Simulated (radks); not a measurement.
Valence configurations of the osmium ion Os+ (all share [Xe]). All-electron calculation, Dirac Kohn-Sham, PBE, spin-unpolarised, spherical densities, finite nucleus; open shells fill j = l - 1/2 first; Fermi nuclear charge, rms radius 5.4126 fm. Program: a radial shooting solver on a logarithmic mesh with Libxc functionals. Energies are relative to 4f14 5d6 6s1; eigenvalues in eV.

[
 {"valence": "4f14 5d6 6s1", "E (eV)": "0.000", "e(4f5/2)": "-61.023", "e(4f7/2)": "-58.219", "e(5d3/2)": "-14.600", "e(5d5/2)": "-13.519", "e(6p1/2)": "-"},
 {"valence": "4f14 5d5 6s1 6p1", "E (eV)": "6.637", "e(4f5/2)": "-65.299", "e(4f7/2)": "-62.493", "e(5d3/2)": "-17.737", "e(5d5/2)": "-16.564", "e(6p1/2)": "-9.047"},
 {"valence": "4f13 5d6 6s1 6p1", "E (eV)": "57.014", "e(4f5/2)": "-75.817", "e(4f7/2)": "-72.909", "e(5d3/2)": "-19.317", "e(5d5/2)": "-18.010", "e(6p1/2)": "-9.185"},
 {"valence": "4f14 5d5 6s2", "E (eV)": "0.926", "e(4f5/2)": "-64.047", "e(4f7/2)": "-61.241", "e(5d3/2)": "-16.641", "e(5d5/2)": "-15.488", "e(6p1/2)": "-"},
 {"valence": "4f14 5d5 6p2", "E (eV)": "12.471", "e(4f5/2)": "-66.502", "e(4f7/2)": "-63.696", "e(5d3/2)": "-18.779", "e(5d5/2)": "-17.587", "e(6p1/2)": "-9.623"},
 {"valence": "4f12 5d6 6s1 6p2", "E (eV)": "127.76", "e(4f5/2)": "-91.528", "e(4f7/2)": "-88.512", "e(5d3/2)": "-24.377", "e(5d5/2)": "-22.841", "e(6p1/2)": "-10.596"},
 {"valence": "4f14 5d7", "E (eV)": "-0.029", "e(4f5/2)": "-58.280", "e(4f7/2)": "-55.476", "e(5d3/2)": "-12.722", "e(5d5/2)": "-11.711", "e(6p1/2)": "-"},
 {"valence": "4f14 5d6 6p1", "E (eV)": "5.383", "e(4f5/2)": "-62.274", "e(4f7/2)": "-59.469", "e(5d3/2)": "-15.713", "e(5d5/2)": "-14.613", "e(6p1/2)": "-8.382"},
 {"valence": "4f13 5d5 6s2 6p1", "E (eV)": "60.472", "e(4f5/2)": "-79.242", "e(4f7/2)": "-76.332", "e(5d3/2)": "-21.608", "e(5d5/2)": "-20.224", "e(6p1/2)": "-9.891"},
 {"valence": "4f12 5d8 6s1", "E (eV)": "107.47", "e(4f5/2)": "-82.060", "e(4f7/2)": "-79.048", "e(5d3/2)": "-17.351", "e(5d5/2)": "-16.003", "e(6p1/2)": "-"}
]

NIST lists [Xe] 4f14 5d6 6s1 as the ground configuration; this level of theory puts 4f14 5d7 lower, by 0.029 eV. The energies are those of spherical spin-averaged densities, not of single terms.
